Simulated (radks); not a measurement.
The numbers below are computed, except where a source is named.
Question: Ionisation of Zr, [Kr] 4d2 5s2, to Zr+, [Kr] 4d2 5s1, under several functionals. Dirac Kohn-Sham, spin-unpolarised, spherical densities, finite nucleus; open shells are shared between the two j in proportion to 2j + 1; a radial shooting solver on a logarithmic mesh with Libxc functionals. Known Delta-SCF values: LDA (Slater exchange, Perdew-Wang correlation) 7.345 eV; revPBE 7.066 eV; AM05 7.099 eV. What does exchange-only PBE give, and what is its highest occupied eigenvalue?

Answer: 6.508 eV by Delta-SCF; the 4d5/2 eigenvalue is -2.756 eV. NIST: 6.634 eV (measured).

Beside tabulated values, note that spin-unpolarised runs miss the spin-polarisation part of the exchange energy of open shells.
